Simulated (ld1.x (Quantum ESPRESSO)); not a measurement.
# Configuration tests for Zr (TM)

zirconium, norm-conserving Troullier–Martins (Kleinman–Bylander form), made with ld1.x (Quantum ESPRESSO) 7.5 (PBE, fully relativistic). Core [Kr], reference 4d3 5s1 5p0. Waves: 5s (bound): rc 2.70 bohr; 5p (bound, empty): rc 3.10 bohr; 4d (bound): rc 3.00 bohr. Local part: the d channel. Core correction: a·sin(br)/r model core inside 2.75 bohr.

Open shells are filled in proportion to 2j + 1 (rel_dist='average').

Energies are relative to the spin-unpolarised reference configuration 4d3 5s1 5p0; without spin polarisation the order of configurations can differ from experiment. Not all tests gave a result: 1 of 7 tests not solved or not reliable. Left out of the table: 4d2 5s0 5p2 (solver errors, printed error -46.5 eV). The d channel is local and has no spin–orbit splitting in the pseudo-atom.

```
valence configuration  charge  ΔE all-electron (eV)  error AE − PS (meV)
          4d2 5s2 5p0       0                -1.195                 -9.4
          4d2 5s1 5p0      +1                 5.942                  -24
          4d2 5s0 5p0      +2                18.882                  -37
        4d2 5s1.5 5p0    +0.5                 1.684                  -15
```

**Question.** What are ΔE and the potential's error for 4d1 5s2 5p0?

**Answer.** ΔE = 6.467 eV all-electron; the error (AE − PS) is -32 meV.

**Question.** What are ΔE and the potential's error for 4d2.5 5s1.5 5p0?

**Answer.** ΔE = -0.681 eV all-electron; the error (AE − PS) is -2.5 meV.

Levels in the configuration 4d2.5 5s1.5 5p0:

```csv
level,all-electron (eV),pseudo (eV)
4d j=3/2,-2.983,-2.924
4d j=5/2,-2.863,-2.924
5s j=1/2,-4.118,-4.121
```

Note: ghost states, extra bound levels that the all-electron valence spectrum of the same l lacks: s at -30.2 eV, p3/2 at -2.41 eV, p1/2 at -0.92 eV. A true bound ghost makes a file unfit for plane-wave use.
